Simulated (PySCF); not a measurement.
BClFHO, SMILES OB(F)Cl.

Geometry: B3LYP-D3(BJ)/def2-SVP. Other conformers were not sampled.

Computed with PySCF with HF/def2-TZVPD.

```
Item                                                                                                            Value
---------------------------------------------------------------------------------------------  ----------------------
total energy                                                                                       -659.33743 hartree
point group                                                                                                        Cs
highest occupied level                                                                                      -12.96 eV
lowest empty level                                                                                            1.06 eV
orbital gap                                                                                                  14.01 eV
dipole moment                                                                                                  1.96 D
quadrupole, principal values (traceless, Buckingham form, about the centre of nuclear charge)   -7.16, 0.45, 6.72 D·Å
mean static polarisability                                                                       29.8 bohr³ (4.41 Å³)
polarisability, principal values                                                               24.8, 28.3, 36.3 bohr³
```
